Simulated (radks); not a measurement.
The numbers below are computed, except where a source is named.
Task: The mean radii <r> (bohr) of the occupied orbitals of an atom or ion are listed with their occupations. Level of theory: scalar-relativistic Kohn-Sham, r2SCAN, spin-polarised, spherical densities, finite nucleus; meta-GGA in the generalised Kohn-Sham scheme; Fermi nuclear charge, rms radius of each element as measured or else 0.836 A^(1/3) + 0.57 fm (a radial shooting solver on a logarithmic mesh with Libxc functionals).

orbital  occ.      <r>
1s          2  0.01932
2s          2  0.08182
2p          6  0.07292
3s          2   0.2124
3p          6   0.2121
3d         10   0.1925
4s          2   0.4782
4p          6   0.5078
4d         10   0.5478
5s          2    1.171
5p          6    1.380
4f         14   0.7192
6s          2    3.301

Name the element and its charge. Open shells, if any, are filled with parallel spins first.

Result: Z = 71, lutetium, charge +1: Lu+ in [Xe] 4f14 6s2. The 1s radius gives Z: for a bare nucleus <r> = (2 gamma + 1)/(2Z) with gamma = sqrt(1 - (Z/c)^2), 0.01909 bohr for Z = 71, and screening makes it slightly larger (0.01932 here). The occupations add up to 70, and the charge is Z minus that.
